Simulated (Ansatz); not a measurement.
A CCSD(T) single point on ClH$_{3}$S$_{3}$Ti, SMILES `[SH][Ti]([SH])([SH])[Cl]`.

```yaml
crystal:
  periodic: [false, false, false]
  atoms:
    - {symbol: S, position_ang: [-2.258939, 0.183394, -0.156240]}
    - {symbol: Ti, position_ang: [-0.015136, 0.375586, -0.023392]}
    - {symbol: S, position_ang: [0.630320, -1.492190, 1.087714]}
    - {symbol: S, position_ang: [0.704570, 0.306338, -2.169488]}
    - {symbol: Cl, position_ang: [0.646459, 2.207568, 0.965255]}
    - {symbol: H, position_ang: [-2.361657, 0.439270, 1.166219]}
    - {symbol: H, position_ang: [1.872029, -0.982173, 1.237185]}
    - {symbol: H, position_ang: [0.782364, -1.037782, -2.107252]}
basis:
  gaussian: {orbitals: def2-TZVPP}
correlation: {method: ccsd_t}
```

```sh
$ ansatz run in.yaml --threads 2 --pin off --events-out ev --progress --plain --max-ram 32768MiB --backend cuda --devices 0, --max-vram 18GiB
```

Output of Ansatz, abridged:

```
Functional definition: HF
1640 factors; integrals over basis functions are off by at most 1.2e-3 eV
mean field evaluation 1: about -68089.6161 eV, gradient 4.3e1 eV
mean field evaluation 2: about -68089.9097 eV, gradient 4.4e1 eV
mean field evaluation 4: about -68095.2558 eV, gradient 5.9e0 eV
mean field evaluation 8: about -68095.4466 eV, gradient 9.6e-1 eV
mean field evaluation 16: about -68095.4577 eV, gradient 2.7e-6 eV
mean field -68095.45774718 eV, -2502.4619154498 hartree, gradient 3.0e-6 eV, S^2 0.000000; 0 other end points of the search recorded, 0 dependent functions left out
25 core orbitals not correlated: weight in the atoms' cores, before any rotation towards them, 1.000 or more for the frozen orbitals, at most 0.000 for the correlated occupied ones
reference -68095.45774718 eV, -2502.4619154498 hartree; 20, 20 occupied and 229, 229 virtual orbitals, 1640 factors
second order -32.23540780 eV of doubles, -0.00000000 eV of singles
cycle   1  -31.28020149 eV  change    9.6e-1 eV  update   3.4e-1
cycle   2  -32.88048480 eV  change    -1.6e0 eV  update   3.1e-1
cycle   3  -33.26521448 eV  change   -3.8e-1 eV  update   7.5e-2
cycle   4  -33.28528766 eV  change   -2.0e-2 eV  update   3.3e-2
cycle   5  -33.26612296 eV  change    1.9e-2 eV  update   1.6e-2
cycle   6  -33.25686984 eV  change    9.3e-3 eV  update   7.5e-3
cycle   7  -33.25604827 eV  change    8.2e-4 eV  update   4.4e-3
cycle   8  -33.25675366 eV  change   -7.1e-4 eV  update   2.3e-3
cycle   9  -33.25825964 eV  change   -1.5e-3 eV  update   9.7e-4
cycle  10  -33.25932630 eV  change   -1.1e-3 eV  update   3.9e-4
cycle  11  -33.25900127 eV  change    3.3e-4 eV  update   1.9e-4
cycle  12  -33.25864443 eV  change    3.6e-4 eV  update   1.1e-4
cycle  13  -33.25876163 eV  change   -1.2e-4 eV  update   5.8e-5
cycle  14  -33.25862309 eV  change    1.4e-4 eV  update   4.0e-5
cycle  15  -33.25863058 eV  change   -7.5e-6 eV  update   1.4e-5
perturbative correction -2.17904042 eV, -0.0800782585 hartree
Total energy: -68130.89541819 eV, -2503.7642258388 hartree
```

Hardware: 2 threads of an AMD EPYC 7R13 on a shared host and a share of an NVIDIA H100 80 GB. Wall time 12 s, peak host memory 0.84 GiB.

The correlation energy is -35.438 eV, 6.1 % of it from (T); the T1 diagnostic reads 0.0284.
